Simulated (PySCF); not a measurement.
FH6NOSi2, SMILES N[Si@@H](O)[SiH2]F. Atoms are numbered in the order given.

```xyz
11

N     -1.6712    -1.1210     1.0410
Si    -1.0208     0.1502     0.0535
O     -0.5047     1.5788     0.7999
Si     1.0057    -0.5992    -0.8897
F      2.0825     0.4993    -0.2458
H     -1.0775    -1.5940     1.7275
H     -2.6291    -1.0416     1.3938
H     -2.1259     0.5120    -0.8917
H      0.4709     1.6266     0.8386
H      1.4511    -1.9688    -0.4468
H      1.1162    -0.5252    -2.3891
```
Charge 0, spin multiplicity 1.

Geometry optimised at PBE-D3(BJ)/def2-SVP. The structure was generated by enumeration; whether it is a known compound was not checked. One conformer was computed; it need not be the lowest.

All values below come from PySCF with SMD-ωB97X/def2-SVP.

Solvation free energies are E(SMD) − E(gas) at the gas-phase geometry, for 1 M in both phases. In vacuum the dipole moment is 2.12 D.

Task: Estimate the solvation free energies in water, benzene, acetonitrile. (Estimate from the structure and the level; the computed values follow.)

Result: 
```tsv
solvent	ΔG(solv) (kcal/mol)	its non-electrostatic (CDS) part	dipole (D)
water	-4.5	4.1	2.68
benzene	-2.6	0.0	2.34
acetonitrile	-5.2	1.0	2.58
```
